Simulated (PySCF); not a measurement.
**[Pb(CCH)]+: one run**

[Pb(CCH)]+ (singlet). PySCF 2.14.0, RKS r2SCAN, Pb x2c-SVPall, C x2c-SVPall, H x2c-SVPall; spin-free X2C-1e, Gaussian nucleus; density fitting; no spin-orbit coupling. Purpose: basis and core treatment x2c-SVP.

```python
mol = gto.M(atom='''
Pb     0.00000    -0.00000    -0.18468
C      0.00000    -0.00000     1.98427
C     -0.00000    -0.00000     3.21686
H      0.00000     0.00000     4.29888''',
    basis={'Pb': 'x2c-SVPall', 'C': 'x2c-SVPall', 'H': 'x2c-SVPall'},
    nucmod='G',
    charge=1, spin=0)
mf = dft.RKS(mol, xc='R2SCAN')
mf.grids.atom_grid = (99, 590)
mf = mf.density_fit()  # fitting sets: Pb AutoAux, C AutoAux, H AutoAux
mf = mf.sfx2c1e()
mf.conv_tol = 1e-08; mf.max_cycle = 55
mf.kernel(dm0)  # dm0: free metal ions and neutral atoms
mf.nuc_grad_method().kernel()
```

Run from Python with OMP_NUM_THREADS=2; the lines above give its settings. Where DIIS fails, smearing, a level shift and second-order steps follow.
It took 14 s on 2 threads of Arm Neoverse V2, on a shared host.

Problem. Where do the frontier levels lie, over both spins?

Solution. HOMO -12.36 eV, LUMO -9.12 eV. 

Problem. What are the Mulliken charges and spins?

Solution. 
```
atom  charge (e)  spin (e)
 Pb1       1.147     0.000
  C2      -0.213     0.000
  C3      -0.062     0.000
  H4       0.128     0.000
```

Problem. What forces act on the atoms (eV/Å)?

Solution. 
```
Pb   0.00  0.00 -0.44
C    0.00  0.00 -0.05
C    0.00  0.00  0.25
H    0.00  0.00  0.24
```
Forces carry noise of the integration grid, about 0.01 to 0.03 eV/Å.

The geometry was relaxed with r2SCAN (Pb def2-SVP with ECP60, C def2-SVP, H def2-SVP).
